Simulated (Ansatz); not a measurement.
Consider the cleavage of the B–Ge bond: `Cl[B](Cl)[GeH3]` + H–F → `FB(Cl)Cl` + GeH₄.

Program: Ansatz. Geometries: PBE0-D4/def2-TZVP. ΔE: electronic, gas phase. CCSD(T)/CBS adds triple-zeta CCSD(T) − MP2 to the extrapolated MP2 energy (def2 sets, frozen cores). This one scheme is used for every species. Functionals use def2-TZVPP. B3LYP here is the variant with VWN-RPA as its local correlation; programs differ in this. HSE06 is defined as in plane-wave codes. For Ge outer-core shells are correlated without core-valence functions, which leaves a few kJ/mol of doubt a bond. Scalar relativity is left out up to krypton.

```csv
level,ΔE (kJ/mol),difference from CCSD(T)/CBS
LDA (SPW92),-142.1,-11.3
PBE-D4,-133.1,-2.3
revPBE-D4,-131.5,-0.7
BLYP-D4,-142.9,-12.1
r2SCAN-D4,-147.9,-17.1
B97M-V,-160.2,-29.4
PBE0-D4,-136.1,-5.3
B3LYP-D4,-145.5,-14.7
r2SCANh-D4,-147.4,-16.6
r2SCAN0-D4,-146.9,-16.1
HSE06-D4,-135.9,-5.1
BHLYP-D4,-150.6,-19.8
CAM-B3LYP-D4,-154.2,-23.4
ωB97X-V,-146.5,-15.7
ωB97M-V,-147.6,-16.8
B2PLYP,-148.8,-18.0
PBE-QIDH,-140.2,-9.4
PBE,-138.0,-7.2
revPBE,-137.3,-6.5
BLYP,-151.9,-21.1
r2SCAN,-149.1,-18.3
PBE0,-140.5,-9.7
B3LYP,-153.5,-22.7
r2SCANh,-148.8,-18.0
HSE06,-140.3,-9.5
BHLYP,-159.4,-28.6
CAM-B3LYP,-159.1,-28.3
LC-ωPBE,-147.0,-16.2
RPA@PBE/def2-TZVPP,-138.1,-7.3
CCSD/def2-SVP,-171.7,-40.9
CCSD(T)/def2-SVP,-169.8,-39.0
HF/def2-TZVPP,-170.0,-39.2
MP2/def2-TZVPP,-136.4,-5.6
SCS-MP2/def2-TZVPP,-142.8,-12.0
CCSD(T)/def2-TZVPP,-139.1,-8.3
HF/def2-QZVPP,-171.7,-40.9
SCS-MP2/def2-QZVPP,-139.2,-8.4
HF/CBS(def2),-171.9,-41.1
MP2/CBS(def2),-128.1,2.7
CCSD/CBS(def2),-134.6,-3.8
CCSD(T)/CBS,-130.8,0
```

Largest T1 diagnostic among the species: 0.013.

From BLYP to BHLYP (50 % exact exchange), in def2-TZVPP and without D4, ΔE moves by −7.5 kJ/mol. In def2-TZVPP, CCSD(T) changes the Hartree–Fock value by +30.9 kJ/mol (the triples alone add +3.7 kJ/mol) and MP2 by +33.7 kJ/mol. Leaving LDA and LC-ωPBE aside and taking each functional with its dispersion term where it has one, the values spread over 28.7 kJ/mol, from B97M-V to revPBE-D4. LDA lies −4.1 kJ/mol from PBE without D4.
